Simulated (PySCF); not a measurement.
# `C=C(C)[C@H]1CC[CH2][GeH2]1` in a uniform electric field

Compound: C7H14Ge.
Numbering: `[CH2:1]=[C:2]([CH3:3])[C@H:4]1[CH2:5][CH2:6][CH2:7][GeH2:8]1` (hydrogens: H9, H10 on C1; H11, H12, H13 on C3; H14 on C4; H15, H16 on C5; H17, H18 on C6; H19, H20 on C7; H21, H22 on Ge8)

Structure used (PBE0-D3(BJ)/def2-SVP), in Å, numbered top down from 1:
```
atom  x, y, z in Å
C1    -2.8374   -0.9659    0.2613
C2    -1.7840   -0.1399    0.3387
C3    -1.9707    1.3430    0.4887
C4    -0.3782   -0.6599    0.2975
C5     0.6014    0.0599   -0.6450
C6     2.0376   -0.3457   -0.3070
C7     2.3059   -0.0914    1.1818
Ge8    0.6054   -0.6122    2.0310
H9    -3.8605   -0.5868    0.3317
H10   -2.7093   -2.0447    0.1335
H11   -3.0218    1.5966    0.6828
H12   -1.3608    1.7448    1.3150
H13   -1.6598    1.8784   -0.4236
H14   -0.4072   -1.7280    0.0236
H15    0.3604   -0.1560   -1.6996
H16    0.5058    1.1528   -0.5206
H17    2.7582    0.1879   -0.9488
H18    2.1657   -1.4208   -0.5261
H19    2.4803    0.9803    1.3705
H20    3.1795   -0.6395    1.5619
H21    0.6362   -1.9946    2.7123
H22    0.0644    0.4269    3.0330
```

Level: B3LYP/def2-SVPD (PySCF); nuclei fixed, core orbitals frozen in the response. Permanent dipole (0.878, 0.441, -0.487) D (1 au = 2.5417 D). Static polarisability (au):

```
x   134.72   4.95   3.06
y     4.95 104.33  -2.08
z     3.06  -2.08 107.94
```

Only the terms in μ and α are kept: μ(F) = μ + αF and ΔE = −μ·F − ½ F·αF.

(1) Apply 0.002 au along ±x, ±y and ±z in turn. Tabulate induced and total dipoles and both energy terms.

(2) For the field (0.0002, -0.0010, -0.0020) au, what is the induced dipole, and what angle does it make with the field?

(3) At what field along the permanent dipole would the induced dipole along it equal the permanent one, in this linear picture?

(4) What field makes μF equal to kT at 200 K?

(5) Induction energy −ᾱe²/2R⁴ of a unit charge at 18 Å, the molecule taken as a point?

Results:

(1) 
| field along | induced x (D) | induced y (D) | induced z (D) | total size (D) | −μ·F (kJ/mol) | −½F·αF (kJ/mol) |
| --- | --- | --- | --- | --- | --- | --- |
| +x | 0.685 | 0.025 | 0.016 | 1.698 | -1.814 | -0.707 |
| −x | -0.685 | -0.025 | -0.016 | 0.680 | +1.814 | -0.707 |
| +y | 0.025 | 0.530 | -0.011 | 1.417 | -0.911 | -0.548 |
| −y | -0.025 | -0.530 | 0.011 | 0.981 | +0.911 | -0.548 |
| +z | 0.016 | -0.011 | 0.549 | 0.994 | +1.006 | -0.567 |
| −z | -0.016 | 0.011 | -0.549 | 1.421 | -1.006 | -0.567 |

(2) αF = (0.040, -0.252, -0.542) D, at 2.0° to the field. The polarisability along this direction, F·αF/F², is 104.91 au, against a mean of 115.66 au.

(3) The polarisability along the dipole is 126.28 au, so F = 0.4314 au / 126.28 au = 0.0034 au = 0.18 V/Å; higher-order terms are ignored.

(4) kT = 0.6334 × 10⁻³ Eh, so F = 0.00147 au = 7.55 MV/cm.

(5) R = 34.02 bohr, so the energy is −115.7/(2 × 34.02⁴) Eh = -0.113 kJ/mol. The charge–dipole term at its most favourable orientation, −μe/R², is -0.979 kJ/mol.

Geometry: PBE0-D3(BJ)/def2-SVP, one conformer, isolated molecule. The calculation is non-relativistic, for germanium too.

The run behind these numbers computed excited states and ΔSCF ions as well. On Arm Neoverse N1, one thread, on a shared host, this took 6.7 min wall (grids of density and orbitals included) and 1.2 GiB of memory at its peak.
